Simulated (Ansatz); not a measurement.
`C[NH][GeH2][NH]C` + CH₃NH₂ → `C[NH][GeH2][CH3]` + `CNN`  (formal exchange of groups at a Ge–N bond)

Gas-phase electronic energies from Ansatz, PBE0-D4/def2-TZVP geometries. CCSD(T)/CBS adds triple-zeta CCSD(T) − MP2 to the extrapolated MP2 energy (def2 sets, frozen cores). Functionals use def2-TZVPP. For Ge outer-core shells are correlated without core-valence functions, which leaves a few kJ/mol of doubt a bond. Scalar relativity is left out up to krypton. Each species was taken in one conformer, which may not be the lowest.

```
             level  ΔE (kJ/mol)  difference from CCSD(T)/CBS
            PBE-D4         91.4                        -11.5
         r2SCAN-D4         98.0                         -4.9
           PBE0-D4         95.0                         -7.9
           ωB97X-V         96.6                         -6.3
           ωB97M-V         97.6                         -5.3
               PBE         89.0                        -13.9
            r2SCAN         97.2                         -5.7
     HF/def2-TZVPP        106.8                          3.9
SCS-MP2/def2-TZVPP        106.9                          4.0
   CCSD/def2-TZVPP        102.6                         -0.3
CCSD(T)/def2-TZVPP        102.0                         -0.9
    MP2/def2-QZVPP        108.0                          5.1
SCS-MP2/def2-QZVPP        107.6                          4.7
      HF/CBS(def2)        107.6                          4.7
     MP2/CBS(def2)        108.1                          5.2
    CCSD/CBS(def2)        103.4                          0.5
       CCSD(T)/CBS        102.9                            0
```

Largest T1 diagnostic among the species: 0.011.

From PBE to PBE0 (25 % exact exchange), in def2-TZVPP and without D4, ΔE moves by +3.8 kJ/mol. The D4 term adds +3.7 kJ/mol with B3LYP and +2.2 kJ/mol with PBE0; it sums over pairs of atoms, weighted by their polarisabilities, and B3LYP, whose exchange is more repulsive, gets the larger term.

B3LYP here is the variant with VWN-RPA as its local correlation; programs differ in this.
